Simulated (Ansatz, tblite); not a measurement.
Cost and result up the ladder for Sn(CF3)4 (SnC₄F₁₂) (17 atoms). The state is a singlet with charge 0. Geometry: r2SCAN-D4/def2-SVP.

Cartesian coordinates in Å:
```
Sn -0.001 0.000 0.001
C -0.140 -1.061 -1.929
F 0.018 -0.212 -2.957
F -1.335 -1.657 -2.066
F 0.807 -2.008 -2.028
C 0.032 -1.465 1.650
F -0.989 -2.330 1.547
F -0.065 -0.853 2.840
F 1.173 -2.172 1.643
C -1.746 1.331 0.229
F -1.896 2.117 -0.848
F -1.609 2.125 1.303
F -2.875 0.622 0.382
C 1.853 1.196 0.050
F 2.919 0.443 -0.266
F 2.061 1.712 1.271
F 1.794 2.213 -0.824
```

Ansatz on 4 threads of Arm Neoverse V1 on a shared host; xTB runs through tblite on one thread. Times are rough, summed over both states, and most runs start from the orbitals of an earlier one. PBE0-D4/def2-SVP serves as the yardstick here, not as an exact answer. The other state is a triplet.

In the def2 sets Sn takes a core potential; there is no spin–orbit coupling. The xTB rows come from tblite. HOMO above LUMO, or a gap near zero within one spin, warns that the state may not be the lowest or that an electron is smeared out.

xTB has no spin-polarisation term.

```
           level  functions  wall time  vertical triplet (eV)  difference from PBE0-D4/def2-SVP (eV)                                  remarks
        GFN1-xTB         73    0.036 s                   4.86                                  -1.27                                        –
        GFN2-xTB         73    0.038 s                   3.91                                  -2.22                                        –
 PBE-D4/def2-SVP        250       27 s                   5.55                                  -0.59  gap within one spin near zero (triplet)
PBE0-D4/def2-SVP        250       49 s                   6.13                                   0.00                                        –
```
